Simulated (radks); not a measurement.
Question: The copper ion Cu2+, configuration [Ar] 3d9 (the NIST ground configuration). Method: scalar-relativistic Kohn-Sham, PBE, spin-unpolarised, spherical densities, point nucleus; computed with a radial shooting solver on a logarithmic mesh with Libxc functionals. Some entries of the table are withheld. Estimate them.

| orbital | occ. | eigenvalue (eV) | r(max) (bohr) |
|---|---|---|---|
| 1s | 2 | -8876.832 | 0.03411 |
| 2s | 2 | -1088.209 | 0.1966 |
| 2p | 6 | -942.6956 | 0.1582 |
| 3s | 2 | -140.2861 | 0.6130 |
| 3p | 6 | -97.6192 | (1) |
| 3d | 9 | -29.6281 | 0.5972 |
| 4s | 0 | -22.3452 | 1.958 |
| 4p | 0 | (2) | 2.358 |

Answer: 
(1) 3p r(max) (bohr): 0.6189
(2) 4p eigenvalue (eV): -15.3479
